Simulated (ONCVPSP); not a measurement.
## Tl: one change to an ONCV potential, before and after

ONCVPSP 4.0.1 input, shortened (lines: element, Z, core and valence counts, functional; n l f; lmax; l rc ep ncon nbas qcut; lloc lpopt rc5 dvloc0; l nproj debl; icmod fcfact rcfact), BLYP, scalar-relativistic:

```
  Tl 81.00   10    5  -106131      upf
    1    0    2.00
    2    0    2.00
    2    1    6.00
    3    0    2.00
    3    1    6.00
    3    2   10.00
    4    0    2.00
    4    1    6.00
    4    2   10.00
    4    3   14.00
    5    0    2.00
    5    1    6.00
    5    2   10.00
    6    0    2.00
    6    1    1.00
    2
    0    1.65    0.00    5    9    6.70
    1    1.35    0.00    4    8   10.80
    2    2.05    0.00    4    9    7.10
    4    3    1.00   -1.00
    0    2    4.00
    1    2    0.30
    2    2    1.10
    3    2.75    1.25
```

Change: s: qcut 4.5; p: qcut 7.2; d: qcut 4.8.

Cutoffs: the cutoffs (Ha) at which the residual kinetic energy of the hardest occupied pseudo-wave falls to 1 and 0.1 mHa per electron; they do not see the model core or the augmentation charge, which bear on the density cutoff. Errors are all-electron minus pseudo energies relative to the spin-unpolarised reference configuration.

Q: Predict the effect on cutoff, ghosts and configuration errors.

A: The potential gets harder (41 Ha and 50 Ha → 64 Ha and 102 Ha); of the 3 tests that both files solve, the error grows in 2 and shrinks in 0 by more than 15 % and 0.3 meV (median size 12.8 → 18.3 meV); neither file shows a bound ghost.

| quantity | base | changed |
| --- | --- | --- |
| cutoff, loose | 41 Ha | 64 Ha |
| cutoff, tight | 50 Ha | 102 Ha |
| loose cutoff by channel | s 20 Ha, p 41 Ha, d 19 Ha | s 35 Ha, p 25 Ha, d 64 Ha |
| bound ghosts | none | none |
| GHOST(+) flags under 300 eV | s at 147.2 eV | s at 128.5 eV |
| tests with a reliable result | 3 of 4 | 3 of 4 |
| error for 5s2 5p6 5d10 6s2 6p0, meV [ΔE 5.19 eV] | -2.2 | -2.2 |
| error for 5s2 5p6 5d10 6s1 6p0, meV [ΔE 26.00 eV] | -13 | -18 |
| error for 5s2 5p6 5d9 6s2 6p2, meV [ΔE 14.56 eV] | +13 | +80 |
| s: phases at 1.67 bohr within 0.05 rad from the reference energy up to (Ha; the scan ends near 5) | 4.7 | 3.8 |
| p: phases at 1.37 bohr within 0.05 rad from the reference energy up to (Ha; the scan ends near 5) | to the end of the scan | to the end of the scan |
| d: phases at 2.08 bohr within 0.05 rad from the reference energy up to (Ha; the scan ends near 5) | to the end of the scan | to the end of the scan |
| rms error of d²Exc/dni dnj with the model core, mHa | 1.69 | 2.54 |
